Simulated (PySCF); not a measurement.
## SnH and its ions

UHF-SCS-MP2; PySCF, scalar-relativistic core potentials, basis sets Sn aug-cc-pVDZ-PP with ECP28, H aug-cc-pVDZ. Neutral (UHF): doublet (π ↑), Re = 1.777 Å, ωe = 1724 cm⁻¹, De = 2.43 eV.

SnH⁻ (UHF): triplet (π ↑↑), Re = 1.814 Å, ωe = 1532 cm⁻¹, De = 2.33 eV to Sn⁻ + H. The energies at the minima are -213.97900 hartree for SnH and -214.01906 for SnH⁻.

(1) Work out the adiabatic electron affinity, without and with harmonic zero-point energies (1 hartree = 27.2114 eV, 1 eV = 8065.5 cm⁻¹), and the change of the bond length.

Correlated steps freeze 4 core orbitals. Correlated levels converge slowly with the basis: in double zeta they bind strong bonds too weakly, by up to about 1 eV, and carry superposition errors of some tenths. Spin–orbit coupling is left out, which matters for elements this heavy, above all for dissociation energies. For an ion De counts to the pair picked by the measured ionisation energies or electron affinities, which need not be the lowest pair at this level. States were picked by a PBE0 search and need not be the measured ground states.

Answers

(1) At UHF-SCS-MP2: 0.04006 hartree = 1.090 eV between the minima; the zero-point term (1724.0 − 1532.0)/2 cm⁻¹ = +0.012 eV makes it 1.102 eV. Re changes by +3.7 pm against the neutral. The electron enters a π orbital, which is non-bonding in a hydride.
